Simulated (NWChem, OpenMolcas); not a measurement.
CBrClF2 (SMILES FC(F)(Cl)Br): the dipole moment, rung by rung

CBrClF2 has 5 atoms, charge 0, and is taken as a singlet. As SMILES, `FC(F)(Cl)Br`. The shape is that of a PBE0-D4/def2-TZVP optimisation.

Quantity: the dipole moment, in D. The values are calculated.

```csv
level,kind,program,value (D),CPU time
HF/cc-pVDZ,Hartree–Fock,NWChem,0.63,1.7 min
BLYP/cc-pVDZ,GGA,OpenMolcas,0.15,27 s
TPSS/cc-pVDZ,meta-GGA,NWChem,0.14,2.6 min
B3LYP/cc-pVDZ,global hybrid,OpenMolcas,?,26 s
BHLYP/cc-pVDZ,global hybrid,NWChem,?,73 s
PBE0/cc-pVDZ,global hybrid,OpenMolcas,0.29,26 s
CAM-B3LYP/cc-pVDZ,range-separated hybrid,NWChem,0.34,88 s
wB97X/cc-pVDZ,range-separated hybrid,NWChem,0.33,1.7 min
```

Question: Estimate the missing values from the other rows.

Answer: As computed at these levels: B3LYP/cc-pVDZ: 0.30 D; BHLYP/cc-pVDZ: 0.48 D. All-electron rows without a relativistic Hamiltonian named are non-relativistic. The values span 0.14 to 0.63 D. Magnitudes only: a small dipole may point the other way at some levels. Times are those of the runs behind each value, whatever else they computed, on shared processors of several kinds: orders of magnitude only.
